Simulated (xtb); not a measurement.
Job for xtb: GFN2-xTB on OH (SMILES [OH+]), 2S+1 = 1, a spin state set in the input, which need not be the lowest. Charge +1.

```
$ xtb mol.xyz --gfn 2 --opt tight --chrg 1 --uhf 0
2

O      0.49012868     0.00000000     0.00000000
H     -0.49012868     0.00000000     0.00000000
```

The log:

```
[...]
           -------------------------------------------------
          |                Calculation Setup                |
           -------------------------------------------------



           -------------------------------------------------
          |                 G F N 2 - x T B                 |
           -------------------------------------------------

        Reference                      10.1021/acs.jctc.8b01176
      * Hamiltonian:
        H0-scaling (s, p, d)           1.850000    2.230000    2.230000
        zeta-weighting                 0.500000
      * Dispersion:
        s8                             2.700000
        a1                             0.520000
        a2                             5.000000
        s9                             5.000000
      * Repulsion:
        kExp                           1.500000    1.000000
        rExp                           1.000000
      * Coulomb:
        alpha                          2.000000
        third order                    shell-resolved
        anisotropic                    true
        a3                             3.000000
        a5                             4.000000
        cn-shift                       1.200000
        cn-exp                         4.000000
        max-rad                        5.000000


          ...................................................
          :                      SETUP                      :
          :.................................................:
          :  # basis functions                   5          :
          :  # atomic orbitals                   5          :
          :  # shells                            3          :
          :  # electrons                         6          :
          :  max. iterations                   250          :
          :  Hamiltonian                  GFN2-xTB          :
          :  restarted?                      false          :
          :  GBSA solvation                  false          :
          :  PC potential                    false          :
          :  electronic temp.          300.0000000     K    :
          :  accuracy                    1.0000000          :
          :  -> integral cutoff          0.2500000E+02      :
          :  -> integral neglect         0.1000000E-07      :
          :  -> SCF convergence          0.1000000E-05 Eh   :
          :  -> wf. convergence          0.1000000E-03 e    :
          :  Broyden damping             0.4000000          :
          :  net charge                          1          :
          :  unpaired electrons                  0          :
          ...................................................

 iter      E             dE          RMSdq      gap      omega  full diag
   1     -3.7026076 -0.370261E+01  0.615E+00    0.00       0.0  T
   2     -3.7031089 -0.501241E-03  0.370E+00    0.00       1.0  T
   3     -3.7032271 -0.118237E-03  0.217E-01    0.00       1.0  T
   4     -3.7032413 -0.142173E-04  0.152E-02    0.00       4.6  T
   5     -3.7032414 -0.493776E-07  0.244E-03    0.00      29.0  T
   6     -3.7032414 -0.231183E-09  0.805E-05    0.00     878.5  T
   7     -3.7032414 -0.192202E-11  0.725E-06    0.00    9750.1  T

   *** convergence criteria satisfied after 7 iterations ***

         #    Occupation            Energy/Eh            Energy/eV
      -------------------------------------------------------------
         1        2.0000           -1.1574149             -31.4949
         2        2.0000           -1.0424043             -28.3653
         3        1.0000           -0.9793270             -26.6488 (HOMO)
         4        1.0000           -0.9793270             -26.6488 (LUMO)
         5                         -0.2686695              -7.3109
      -------------------------------------------------------------
                  HL-Gap            0.0000000 Eh            0.0000 eV
             Fermi-level           -0.9793270 Eh          -26.6488 eV

 SCC (total)                   0 d,  0 h,  0 min,  0.001 sec
 SCC setup                      ...        0 min,  0.000 sec (  7.577%)
 Dispersion                     ...        0 min,  0.000 sec (  1.610%)
 classical contributions        ...        0 min,  0.000 sec (  1.088%)
 integral evaluation            ...        0 min,  0.000 sec (  7.911%)
 iterations                     ...        0 min,  0.001 sec ( 65.789%)
 molecular gradient             ...        0 min,  0.000 sec (  7.902%)
 printout                       ...        0 min,  0.000 sec (  7.163%)

         :::::::::::::::::::::::::::::::::::::::::::::::::::::
         ::                     SUMMARY                     ::
         :::::::::::::::::::::::::::::::::::::::::::::::::::::
         :: total energy              -3.689419717115 Eh    ::
         :: gradient norm              0.056356846127 Eh/a0 ::
         :: HOMO-LUMO gap              0.000000000001 eV    ::
         ::.................................................::
         
[...]
3        0.00000000000000        0.00000000000000
H           -0.52507405662183        0.00000000000000        0.00000000000000

 Bond Distances (Angstroems)
 ---------------------------
O1-H2=1.0501         H2-O1=1.0501
 O  H  Rav=1.0501 sigma=0.0000  Rmin=1.0501  Rmax=1.0501     1

 selected bond angles (degree)
 --------------------


 selected dihedral angles (degree)
 ---------------------------------

           -------------------------------------------------
          |                Final Singlepoint                |
           -------------------------------------------------

          ...................................................
          :                      SETUP                      :
          :.................................................:
          :  # basis functions                   5          :
          :  # atomic orbitals                   5          :
          :  # shells                            3          :
          :  # electrons                         6          :
          :  max. iterations                   250          :
          :  Hamiltonian                  GFN2-xTB          :
          :  restarted?                      false          :
          :  GBSA solvation                  false          :
          :  PC potential                    false          :
          :  electronic temp.          300.0000000     K    :
          :  accuracy                    1.0000000          :
          :  -> integral cutoff          0.2500000E+02      :
          :  -> integral neglect         0.1000000E-07      :
          :  -> SCF convergence          0.1000000E-05 Eh   :
          :  -> wf. convergence          0.1000000E-03 e    :
          :  Broyden damping             0.4000000          :
          :  net charge                          1          :
          :  unpaired electrons                  0          :
          ...................................................

 iter      E             dE          RMSdq      gap      omega  full diag
   1     -3.6988839 -0.369888E+01  0.249E-05    0.00       0.0  T
   2     -3.6988839 -0.160760E-12  0.465E-05    0.00    1519.4  T
   3     -3.6988839  0.155431E-12  0.551E-07    0.00  100000.0  T

   *** convergence criteria satisfied after 3 iterations ***

         #    Occupation            Energy/Eh            Energy/eV
      -------------------------------------------------------------
         1        2.0000           -1.1476880             -31.2302
         2        2.0000           -1.0325561             -28.0973
         3        1.0000           -0.9697662             -26.3887 (HOMO)
         4        1.0000           -0.9697662             -26.3887 (LUMO)
         5                         -0.3646139              -9.9216
      -------------------------------------------------------------
                  HL-Gap            0.0000000 Eh            0.0000 eV
             Fermi-level           -0.9697662 Eh          -26.3887 eV

 SCC (total)                   0 d,  0 h,  0 min,  0.000 sec
 SCC setup                      ...        0 min,  0.000 sec ( 13.404%)
 Dispersion                     ...        0 min,  0.000 sec (  1.971%)
 classical contributions        ...        0 min,  0.000 sec (  1.114%)
 integral evaluation            ...        0 min,  0.000 sec ( 19.139%)
 iterations                     ...        0 min,  0.000 sec ( 34.867%)
 molecular gradient             ...        0 min,  0.000 sec ( 16.363%)
 printout                       ...        0 min,  0.000 sec ( 10.180%)

         :::::::::::::::::::::::::::::::::::::::::::::::::::::
         ::                     SUMMARY                     ::
         :::::::::::::::::::::::::::::::::::::::::::::::::::::
         :: total energy              -3.691808889585 Eh    ::
         :: gradient norm              0.000260655389 Eh/a0 ::
         :: HOMO-LUMO gap              0.000000000292 eV    ::
         ::.................................................::
         :: SCC energy                -3.698883910128 Eh    ::
         :: -> isotropic ES            0.200244319405 Eh    ::
         :: -> anisotropic ES         -0.015459326495 Eh    ::
         :: -> anisotropic XC         -0.001598957367 Eh    ::
Note: The following floating-point exceptions are signalling: IEEE_DIVIDE_BY_ZERO IEEE_DENORMAL
normal termination of xtb
         :: -> dispersion             -0.000025198599 Eh    ::
         :: repulsion energy           0.007075020543 Eh    ::
         :: add. restraining           0.000000000000 Eh    ::
         :: total charge               1.000000000000 e     ::
         :::::::::::::::::::::::::::::::::::::::::::::::::::::

           -------------------------------------------------
          |                Property Printout                |
           -------------------------------------------------

    * Orbital Energies and Occupations

         #    Occupation            Energy/Eh            Energy/eV
      -------------------------------------------------------------
         1        2.0000           -1.1476880             -31.2302
         2        2.0000           -1.0325561             -28.0973
         3        1.0000           -0.9697662             -26.3887 (HOMO)
         4        1.0000           -0.9697662             -26.3887 (LUMO)
         5                         -0.3646139              -9.9216
      -------------------------------------------------------------
                  HL-Gap            0.0000000 Eh            0.0000 eV
             Fermi-level           -0.9697662 Eh          -26.3887 eV

     #   Z          covCN         q      C6AA      α(0)
     1   8 O        0.781     0.450    10.263     4.294
     2   1 H        0.781     0.550     0.287     0.843

 Mol. C6AA /au·bohr⁶  :         13.914872
 Mol. C8AA /au·bohr⁸  :        263.136125
 Mol. α(0) /au        :          5.136756


Wiberg/Mayer (AO) data.
largest (>0.10) Wiberg bond orders for each atom

 ---------------------------------------------------------------------------
     #   Z sym  total        # sym  WBO       # sym  WBO       # sym  WBO
 ---------------------------------------------------------------------------
     1   8 O    0.698 --     2 H    0.698
     2   1 H    0.698 --     1 O    0.698
 ---------------------------------------------------------------------------

Topologies differ in total number of bonds
Writing topology from bond orders to xtbtopo.mol

molecular dipole:
                 x           y           z       tot (Debye)
 q only:       -0.099       0.000       0.000
   full:       -0.262      -0.000      -0.000       0.666
molecular quadrupole (traceless):
                xx          xy          yy          xz          yz          zz
 q only:        0.985       0.000      -0.492       0.000       0.000      -0.492
  q+dip:        1.146      -0.000      -0.573      -0.000       0.000      -0.573
   full:        0.482      -0.000      -0.241       0.000       0.000      -0.241

           -------------------------------------------------
          |                Geometry Summary                 |
           -------------------------------------------------

      molecular mass/u    :       17.0073457
   center of mass at/Å    :        0.4628370       0.0000000       0.0000000
  moments of inertia/u·Å² :        0.0000000E+00   0.1045691E+01   0.1045691E+01
rotational constants/cm⁻¹ :             Infinity   0.1612104E+02   0.1612104E+02


optimized geometry written to: xtbopt.xyz


           -------------------------------------------------
          | TOTAL ENERGY               -3.691808889585 Eh   |
          | GRADIENT NORM               0.000260655389 Eh/α |
          | HOMO-LUMO GAP               0.000000000292 eV   |
           -------------------------------------------------

------------------------------------------------------------------------
------------------------------------------------------------------------
 total:
 SCF:
 ANC optimizer:
```

The run finished.

Cost: about 0.04 core-seconds (a rough figure).
